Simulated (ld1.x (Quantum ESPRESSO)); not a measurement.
## As (Z = 33): one change to an ultrasoft potential, before and after

| Item | Value |
| --- | --- |
| Element | arsenic |
| Generator | ld1.x (Quantum ESPRESSO) 7.5 |
| Type | ultrasoft |
| Functional | PBEsol |
| Relativity | fully relativistic |
| Frozen core | [Ar] |
| Valence charge | 15 |
| Reference configuration | 3d10 4s2 4p3 |
| Partial waves | 4s (bound): rcut 1.20, rcutus 1.55 bohr; 4s channel at -0.05 Ry: rcut 1.20, rcutus 1.55 bohr; 4p (bound): rcut 1.50, rcutus 2.05 bohr; 4p channel at -0.05 Ry: rcut 1.50, rcutus 2.05 bohr; 3d (bound): rcut 0.55, rcutus 0.70 bohr; 3d channel at -2.65 Ry: rcut 0.55, rcutus 0.70 bohr |
| Local potential | all-electron potential smoothed inside 1.75 bohr (lloc = -1) |
| Core correction | none |
| Augmentation charge | built from norm-conserving waves at rcut, not smoothed further |

Open shells are filled in proportion to 2j + 1 (rel_dist='average').

Change: core correction a·sin(br)/r model core inside 0.46 bohr.

Cutoffs: the cutoffs (Ry, on a coarse ladder) from which the occupation-weighted sum of valence levels, in a spherical-Bessel basis at the reference potential, stays within 10 and 1 mRy of its value at 400 Ry; they do not see the model core or the augmentation charge, which bear on the density cutoff. Errors are all-electron minus pseudo energies relative to the spin-unpolarised reference configuration.

Q: Predict the effect on cutoff, ghosts and configuration errors.

A: Of the 7 tests that both files solve, the error grows in 3 and shrinks in 3 by more than 15 % and 0.3 meV (median size 2.1 → 2.3 meV); neither file shows a bound ghost. A model core, the more so a compact one, raises the density cutoff, which this test does not measure.

| quantity | base | changed |
| --- | --- | --- |
| cutoff, loose | over 300 Ry | over 300 Ry |
| cutoff, tight | over 300 Ry | over 300 Ry |
| bound ghosts | none | none |
| error for 3d10 4s2 4p2, meV [ΔE 9.16 eV] | -0.7 | -0.3 |
| error for 3d10 4s2 4p1, meV [ΔE 27.11 eV] | -4.4 | -2.3 |
| error for 3d10 4s2 4p0, meV [ΔE 54.83 eV] | -11 | -9.6 |
| error for 3d10 4s1 4p4, meV [ΔE 9.42 eV] | +0.4 | -1.3 |
| error for 3d10 4s1 4p3, meV [ΔE 19.27 eV] | +1.3 | -0.9 |
| error for 3d10 4s1 4p0, meV [ΔE 105.46 eV] | +14 | -25 |
| error for 3d10 4s0 4p5, meV [ΔE 19.06 eV] | +2.1 | -5.4 |
| s: phases at 2.25 bohr within 0.05 rad from the reference energy up to (Ry; the scan ends near 5) | 4.2 | 4.2 |
| p1/2: phases at 2.25 bohr within 0.05 rad from the reference energy up to (Ry; the scan ends near 5) | to the end of the scan | to the end of the scan |
| p3/2: phases at 2.25 bohr within 0.05 rad from the reference energy up to (Ry; the scan ends near 5) | to the end of the scan | to the end of the scan |
| d3/2: phases at 2.25 bohr within 0.05 rad from the reference energy up to (Ry; the scan ends near 5) | to the end of the scan | to the end of the scan |
| d5/2: phases at 2.25 bohr within 0.05 rad from the reference energy up to (Ry; the scan ends near 5) | to the end of the scan | to the end of the scan |
| lowest overlap eigenvalue by channel | s 0.44, p1/2 0.65, p3/2 0.63, d3/2 1.00, d5/2 1.00 | s 0.44, p1/2 0.65, p3/2 0.63, d3/2 1.00, d5/2 1.00 |
